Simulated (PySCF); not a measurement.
Isomers of CH6B2O. Gas-phase values, no solvent. One relaxed conformer stands for each flexible species; it need not be the lowest. Strings in code marks are SMILES.

The four lowest singlet excitations (Tamm–Dancoff). All values below come from PBE-D3(BJ)/def2-TZVP // B3LYP-D3(BJ)/def2-TZVP in PySCF. Excitations are Tamm–Dancoff values on a coarser integration grid. The basis has no diffuse functions, so Rydberg states are missing or too high.

```json
[
 {"state": "S1", "energy (eV)": "4.03", "wavelength (nm)": "307", "oscillator strength": "0.028"},
 {"state": "S2", "energy (eV)": "4.54", "wavelength (nm)": "273", "oscillator strength": "0.008"},
 {"state": "S3", "energy (eV)": "4.94", "wavelength (nm)": "251", "oscillator strength": "0.034"},
 {"state": "S4", "energy (eV)": "5.41", "wavelength (nm)": "229", "oscillator strength": "0.007"}
]
```

**Question.** Identify which member gives these states.
A) `BOBC`
B) `BC(B)O`
C) `BCBO`

**Answer.** B, `BC(B)O`
